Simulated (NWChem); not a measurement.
Species: C$_{2}$H$_{2}$F, doublet; SMILES C=[C]F

```xyz
5

C      0.1358     1.1980     0.0000
C     -0.4234     0.0046     0.0000
F      0.1094    -1.1792     0.0000
H      1.2276     1.3044     0.0000
H     -0.4876     2.0927     0.0000
```
Atoms are numbered in this order, from 1.

All runs: NWChem. Pople sets run with spherical d functions. Spin-unrestricted. In the optimisation the excess spin sits in a' (Cs, its own frame). The geometry was optimised at PBE0/def2-SVP, spin-unrestricted. No stability test was run on the SCF state.

What does the run give for CAM-B3LYP/6-31G*? Quantities: highest occupied level (eV); lowest empty minus highest occupied level, either spin (eV); dipole (D); <S²>.


```json
{
  "highest occupied level (eV)": "-8.78",
  "lowest empty minus highest occupied level, either spin (eV)": "8.02",
  "dipole (D)": "0.79",
  "<S²>": "0.762"
}
```
